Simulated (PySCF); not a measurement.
# Shifts of the heteroatoms

Geometry:
| atom | x (Å) | y (Å) | z (Å) |
| --- | --- | --- | --- |
| F1 | 2.960 | 0.174 | 1.529 |
| C2 | 2.606 | 0.415 | 0.252 |
| F3 | 2.382 | 1.741 | 0.170 |
| F4 | 3.717 | 0.186 | -0.482 |
| Si5 | 1.136 | -0.666 | -0.382 |
| O6 | -0.039 | -0.150 | 0.567 |
| C7 | -1.409 | -0.503 | 0.627 |
| Si8 | -2.463 | 0.609 | -0.522 |
| H9 | 1.514 | -2.061 | -0.173 |
| H10 | 0.975 | -0.355 | -1.801 |
| H11 | -1.712 | -0.382 | 1.670 |
| H12 | -1.523 | -1.560 | 0.375 |
| H13 | -3.843 | 0.145 | -0.378 |
| H14 | -2.310 | 1.996 | -0.096 |
| H15 | -1.994 | 0.418 | -1.894 |

Gas phase, equivalent nuclei averaged, no relativistic terms, single conformer. NMR shieldings at PBE0/pcSseg-1/GIAO; geometry from GFN2-xTB; PySCF 2.14.0 with density-fitted response routines.

Question: What are the 19F shifts?

Answer: 
```json
{"atoms": "F1/F3/F4", "environment": "fluorine of a CF3 group", "σ (ppm)": "249.5", "δ (ppm)": "-64.5"}
```

Shieldings were converted by a linear fit to measured shifts: 19F (scatter 6.0 ppm rms, 7.0 ppm with the 5 outliers that the fit left out vs CFCl3, solution or neat liquid, with a term for F on sp3 carbon). Occasional misses reach two or three times the rms, and more in compound classes unlike the fitted ones.

On a 300 MHz spectrometer 19F resonates near 282.3 MHz, so 1 ppm is 282.3 Hz.

Question: Predict the 29Si NMR data.

Answer: 
```tsv
atoms	environment	σ (ppm)	δ (ppm)
Si5	silicon bonded to C, O, 2 H	387.3	-38.4
Si8	silicon bonded to C, 3 H	427.2	-71.2
```

Shieldings were converted by a linear fit to measured shifts: 29Si (scatter 8.9 ppm rms, 25.8 ppm with the 6 outliers that the fit left out vs TMS, solution or neat liquid). Occasional misses reach two or three times the rms, and more in compound classes unlike the fitted ones.

On a 300 MHz spectrometer 29Si resonates near 59.6 MHz, so 1 ppm is 59.6 Hz.

Question: Where does 17O resonate?

Answer: 
```
atoms             environment  σ (ppm)  δ (ppm)
   O6  oxygen bonded to C, Si    344.8    -47.3
```

Shieldings were converted by a linear fit to measured shifts: 17O (scatter 10.7 ppm rms, 12.2 ppm with the 3 outliers that the fit left out vs liquid water, solution or neat liquid). Occasional misses reach two or three times the rms, and more in compound classes unlike the fitted ones.

On a 500 MHz spectrometer 17O resonates near 67.8 MHz, so 1 ppm is 67.8 Hz.
